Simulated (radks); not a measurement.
Values are calculated unless marked as measured or tabulated.
Se III, configuration [Ar] 3d10 4s2 4p2 (the NIST ground configuration). Code: a radial shooting solver on a logarithmic mesh with Libxc functionals. Model: scalar-relativistic Kohn-Sham, r2SCAN, spin-polarised, spherical densities, finite nucleus; open shells are filled with parallel spins first; meta-GGA in the generalised Kohn-Sham scheme; Fermi nuclear charge, rms radius 4.14 fm.

Normalised radial functions P(r) = r R(r), r in bohr:

```
   r/bohr * 3p up (the largest magnitude, 1.38, reaches the edge; | marks zero)
 0.003739                             *
 0.005578                             *
 0.008321                             |*
  0.01241                             |*
  0.01852                             | *
  0.02763                             |   *
  0.04121                             |      *
  0.06148                             |          *
  0.09172                             |              *
   0.1368                             |            *
   0.2025                             | *
   0.3021              *              |
   0.4507  *                          |
   0.6723      *                      |
    1.003                  *          |
    1.496                          *  |
    2.232                             *
     3.33                             *
    4.968                             *
```

3p up: eigenvalue -179.67 eV, 1 radial node at r = 0.215 bohr, <r> = 0.589 bohr, 90 % of the charge inside 0.900 bohr.
